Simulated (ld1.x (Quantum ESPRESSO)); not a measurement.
**antimony (Sb), RRKJ: configuration errors across variants**

```
Element                 : antimony (Sb)
Generator               : ld1.x (Quantum ESPRESSO) 7.5
Type                    : norm-conserving RRKJ (Kleinman–Bylander form)
Functional              : PBE
Relativity              : scalar-relativistic
Frozen core             : [Kr]
Valence charge          : 15
Reference configuration : 4d10 5s1.75 5p3.25
Partial waves           : 5s (bound): rc 2.10 bohr; 4d (bound): rc 1.40 bohr; 5p (bound): rc 2.25 bohr
Local potential         : the p channel
Core correction         : none
rho0                    : 0.001
```

All-electron excitation energies from the reference (eV): (1) 4d10 5s2 5p3 -2.007; (2) 4d10 5s2 5p2 6.309; (3) 4d10 5s2 5p1 22.277; (4) 4d10 5s1 5p0 90.984; (5) 4d10 5s0 5p5 14.424; (6) 4d9 5s2 5p3 38.728; (7) 4d10 5s2 5p0 46.690.

Errors AE − PS in meV (a dash: test not solved or not reliable):

```csv
change,(1),(2),(3),(4),(5),(6),(7),bound ghosts
base,+0.3,-0.9,+1.7,+77,+4.1,-326,+14,none
wave 4d (bound): rc 1.40 bohr becomes 4d (bound): rc 0.90 bohr,+0.3,-0.9,+1.6,+76,+4.0,-364,+14,none
wave 4d (bound): rc 1.40 bohr becomes 4d (bound): rc 1.16 bohr,+0.3,-0.9,+1.6,+76,+4.1,-356,+14,none
wave 4d (bound): rc 1.40 bohr becomes 4d (bound): rc 1.34 bohr,+0.3,-0.9,+1.6,+77,+4.1,-339,+14,none
wave 4d (bound): rc 1.40 bohr becomes 4d (bound): rc 1.66 bohr,+0.3,-0.9,+1.7,+73,+3.3,-212,+14,none
wave 4d (bound): rc 1.40 bohr becomes 4d (bound): rc 1.86 bohr,+0.3,-0.9,+1.4,+57,+1.6,-74,+12,none
wave 4d (bound): rc 1.40 bohr becomes 4d (bound): rc 2.04 bohr,+0.2,-1.1,0.0,+8.4,-2.1,+133,+3.5,none
```

Q: Give the same row for: wave 4d (bound): rc 1.40 bohr becomes 4d (bound): rc 1.54 bohr.

A: +0.3, -0.9, +1.7, +77, +3.9, -277, +15; bound ghosts: none.
